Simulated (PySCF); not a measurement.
## Fractional electron number in Kr⁺ (krypton, charge +1)

The 4p beta orbital of [Ar] 3d10 4s2 4p5 is emptied in steps (occupation f), with all orbitals relaxed, ending at [Ar] 3d10 4s2 4p4. All numbers are calculated (PySCF 2.14, no relativity, point nucleus, in def2-TZVPPD (7s6p5d1f, 57 functions)). The exact energy is a straight line in f; departures are measured from the line between the end points of the same method.

Problem. Among UHF, LDA, PBE, PBE0, r2SCAN, LC-wPBE, BHandHLYP, wB97X, HSE06, M06-2X, which shows the largest delocalisation error (convex curve), and which is closest to linear?

Solution. Most convex: LDA (-1.366 eV at f = 0.5); closest to linear: LC-wPBE (-0.204 eV).

```
   f  UHF (eV)  LDA (eV)  PBE (eV)  PBE0 (eV)  r2SCAN (eV)  LC-wPBE (eV)  BHandHLYP (eV)  wB97X (eV)  HSE06 (eV)  M06-2X (eV)
   1     0.000     0.000     0.000      0.000        0.000         0.000           0.000       0.000       0.000        0.000
0.75     0.178    -1.022    -0.986     -0.699       -0.922        -0.155          -0.433      -0.242      -0.783       -0.400
 0.5     0.231    -1.366    -1.313     -0.929       -1.211        -0.204          -0.582      -0.333      -1.044       -0.509
0.25     0.169    -1.025    -0.982     -0.693       -0.888        -0.149          -0.441      -0.263      -0.782       -0.356
   0     0.000     0.000     0.000      0.000        0.000         0.000           0.000       0.000       0.000        0.000
```

```tsv
method	E(f=0) − E(f=1) (eV)	−ε at f=1 (eV)	−ε at f=0.5 (eV)
UHF	23.234	24.208	23.211
LDA	24.609	19.179	24.598
PBE	24.308	19.052	24.319
PBE0	24.349	20.614	24.364
r2SCAN	24.429	19.468	24.520
LC-wPBE	24.451	23.614	24.466
BHandHLYP	24.311	22.014	24.293
wB97X	24.366	23.104	24.313
HSE06	24.365	20.191	24.366
M06-2X	24.182	22.005	24.322
```

Reference removal energy between the ground levels: 24.360 eV (measured; NIST Atomic Spectra Database, ionization energies). The calculation has no spin-orbit coupling. UHF lacks correlation.
